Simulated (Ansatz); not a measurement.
`[CH3][Ge]([NH2])([F])[F]` + `[NH2][Al]([SH])[SH]` → `[CH3][Ge]([NH2])([F])[SH]` + `[NH2][Al]([F])[SH]`  (redistribution)

Isolated molecules relaxed with PBE0-D4/def2-TZVP in Ansatz; ΔE leaves out vibrations. CCSD(T)/CBS is the MP2 limit (def2-TZVPP, def2-QZVPP) plus CCSD(T) − MP2 in def2-TZVPP, frozen cores. This one scheme is used for every species. Functionals use def2-TZVPP. B3LYP here is the variant with VWN-RPA as its local correlation; programs differ in this. For Ge outer-core shells are correlated without core-valence functions, which leaves a few kJ/mol of doubt a bond. Scalar relativity is left out up to krypton. Each species was taken in one conformer, which may not be the lowest.

```json
{"level": "PBE-D4", "ΔE (kJ/mol)": "-40.4", "difference from CCSD(T)/CBS": "3.8"}
{"level": "r2SCAN-D4", "ΔE (kJ/mol)": "-40.0", "difference from CCSD(T)/CBS": "4.2"}
{"level": "PBE0-D4", "ΔE (kJ/mol)": "-39.6", "difference from CCSD(T)/CBS": "4.6"}
{"level": "ωB97X-V", "ΔE (kJ/mol)": "-37.8", "difference from CCSD(T)/CBS": "6.4"}
{"level": "ωB97M-V", "ΔE (kJ/mol)": "-40.5", "difference from CCSD(T)/CBS": "3.7"}
{"level": "PBE", "ΔE (kJ/mol)": "-39.5", "difference from CCSD(T)/CBS": "4.7"}
{"level": "r2SCAN", "ΔE (kJ/mol)": "-39.7", "difference from CCSD(T)/CBS": "4.5"}
{"level": "PBE0", "ΔE (kJ/mol)": "-38.8", "difference from CCSD(T)/CBS": "5.4"}
{"level": "B3LYP", "ΔE (kJ/mol)": "-42.5", "difference from CCSD(T)/CBS": "1.7"}
{"level": "HF/def2-TZVPP", "ΔE (kJ/mol)": "-34.3", "difference from CCSD(T)/CBS": "9.9"}
{"level": "SCS-MP2/def2-TZVPP", "ΔE (kJ/mol)": "-42.2", "difference from CCSD(T)/CBS": "2.0"}
{"level": "CCSD/def2-TZVPP", "ΔE (kJ/mol)": "-41.2", "difference from CCSD(T)/CBS": "3.0"}
{"level": "CCSD(T)/def2-TZVPP", "ΔE (kJ/mol)": "-41.3", "difference from CCSD(T)/CBS": "2.9"}
{"level": "HF/def2-QZVPP", "ΔE (kJ/mol)": "-35.2", "difference from CCSD(T)/CBS": "9.0"}
{"level": "SCS-MP2/def2-QZVPP", "ΔE (kJ/mol)": "-43.7", "difference from CCSD(T)/CBS": "0.5"}
{"level": "HF/CBS(def2)", "ΔE (kJ/mol)": "-35.3", "difference from CCSD(T)/CBS": "8.9"}
{"level": "CCSD(T)/CBS", "ΔE (kJ/mol)": "-44.2", "difference from CCSD(T)/CBS": "0"}
```

Largest T1 diagnostic among the species: 0.011.

In def2-TZVPP, CCSD(T) changes the Hartree–Fock value by −6.9 kJ/mol (the triples alone add −0.1 kJ/mol) and MP2 by −9.7 kJ/mol.
